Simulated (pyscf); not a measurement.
`[CH2][CH]=[CH][F]` [doublet] → `[CH3][C]=[CH][F]` [doublet], a hydrogen shift (doublet surface; C–H broken, C–H formed). Single points on ωB97X-D3(BJ)/def2-SVP structures (PySCF, gas phase). MP2 and CC: frozen core, UHF for open shells. ΔMP2 is the change of the MP2 total energy from the triple- to the quadruple-zeta basis. Energies in kJ/mol from the reactant's lowest minimum found.

Small-basis levels: PySCF, no dispersion term, spherical d functions. Open shells are spin-unrestricted. 

Q: Quick HF/3-21G single points give ΔE‡ = 394.7 kJ/mol and ΔE = +96.1 kJ/mol. What does CCSD(T)/def2-TZVPP + ΔMP2(QZVPP) give, and how far is the quick result from it?

A: CCSD(T)/def2-TZVPP + ΔMP2(QZVPP) gives ΔE‡ = 283.4 kJ/mol and ΔE = +93.5 kJ/mol. HF/3-21G lies 111.3 kJ/mol over it in the barrier and 2.6 kJ/mol over it in the reaction energy, so on this step it does not hold to within 12.6 kJ/mol. CCSD(T)/def2-TZVPP + ΔMP2(QZVPP) has limits of its own. H₃C–C•=CH–F lies 106.3 kJ/mol over its isomer •H₂C–C(=CH₂)–F (electronic energy, ωB97M-D3(BJ)/def2-TZVP). This is the saddle that the search found; another between the same sides may lie lower. The CCSD(T) − MP2 part came from Ansatz, without density fitting, on the same reference. A UHF reference is spin-contaminated (<S²> up to 0.96), which harms MP2 most.
